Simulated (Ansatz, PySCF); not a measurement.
Members of the series Al-XY, Y = H; each row names its spin state. All species are isolated molecules in the gas phase. One relaxed conformer stands for each flexible species; it need not be the lowest. Strings in code marks are SMILES.

Quantity: adiabatic spin-state energy, in kcal/mol. HF references are unrestricted for open shells and restricted for singlets. The restricted reference of `[AlH2-]`, `[F][AlH-]`, `[OH][AlH-]`, `N#[C][AlH-]` and `[AlH-][AlH2]` is unstable towards unrestricted orbitals.

Level 1: frozen-core CCSD(T)/aug-cc-pVQZ // B3LYP-D3(BJ)/def2-TZVPD (Ansatz, a first-principles code)
Level 2: CAM-B3LYP/aug-cc-pVTZ // B3LYP-D3(BJ)/def2-TZVPD (Ansatz)
Level 3: HSE06/aug-cc-pVTZ // B3LYP-D3(BJ)/def2-TZVPD (Ansatz)
Level 4: PBE-D3(BJ)/def2-TZVPD // B3LYP-D3(BJ)/def2-TZVPD (PySCF)

```
species                                              level 1  level 2  level 3  level 4
---------------------------------------------------  -------  -------  -------  -------
`N#[C][AlH-]`: multiplicity 3 minus multiplicity 1      19.2     19.7        ?     16.1
`[AlH2-]`: multiplicity 3 minus multiplicity 1          13.4     14.1     9.34     13.1
`[F][AlH-]`: multiplicity 3 minus multiplicity 1           ?     25.4        ?     25.4
`[AlH-][AlH2]`: multiplicity 3 minus multiplicity 1        ?     1.75    -0.98        ?
`[OH][AlH-]`: multiplicity 3 minus multiplicity 1       25.0     25.2     20.0     25.0
```

Question: Some entries are withheld; supply them.

Answer: 
- `N#[C][AlH-]`: multiplicity 3 minus multiplicity 1, level 3: 14.5
- `[F][AlH-]`: multiplicity 3 minus multiplicity 1, level 1: 24.8
- `[F][AlH-]`: multiplicity 3 minus multiplicity 1, level 3: 20.1
- `[AlH-][AlH2]`: multiplicity 3 minus multiplicity 1, level 1: 2.75
- `[AlH-][AlH2]`: multiplicity 3 minus multiplicity 1, level 4: 1.09
